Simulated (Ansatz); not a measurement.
Input file for Ansatz (a quantum-chemistry and plane-wave program): U-BLYP/def2-TZVPPD on O (SMILES [O]). The basis file is the Basis Set Exchange's JSON of that set.

Ansatz 0.2 input:
```yaml
crystal:
  periodic: [false, false, false]
  atoms:
    - {symbol: O, position_ang: [0.00000000, 0.00000000, 0.00000000]}
basis:
  gaussian:
    orbitals: def2-TZVPPD.json
hamiltonian:
  xc: {name: BLYP}
magnetization: {spin_polarized: true, initial_magnetization: 2}
```

The log:

```
WARN ansatz: RAYON_NUM_THREADS=1 ignored (pool sized by the plan → 1); use --threads N
Functional definition: BLYP
integrals: 0.00 GiB planned
184 factors; their error is unknown
mean field: 0.07 GiB planned
mean field evaluation 1: about -2042.8648 eV, gradient 1.1e1 eV
mean field evaluation 2: about -2042.7543 eV, gradient 1.1e1 eV
mean field evaluation 4: about -2043.2011 eV, gradient 2.8e-2 eV
mean field evaluation 8: about -2043.1990 eV, gradient 8.3e-4 eV
mean field evaluation 16: about -2043.1990 eV, gradient 2.6e-5 eV
mean field evaluation 32: about -2043.1990 eV, gradient 2.6e-5 eV
mean field -2043.19901387 eV, -75.0861788296 hartree, gradient 1.2e-5 eV, S^2 2.003347; 4 other end points of the search recorded, 0 dependent functions left out
reference -2043.19925009 eV, -75.0861875107 hartree; 5, 3 occupied and 35, 37 virtual orbitals, 184 factors
Total energy: -2043.19925009 eV, -75.0861875107 hartree
```

The run converged.

Cost: roughly 0.7 core-seconds.
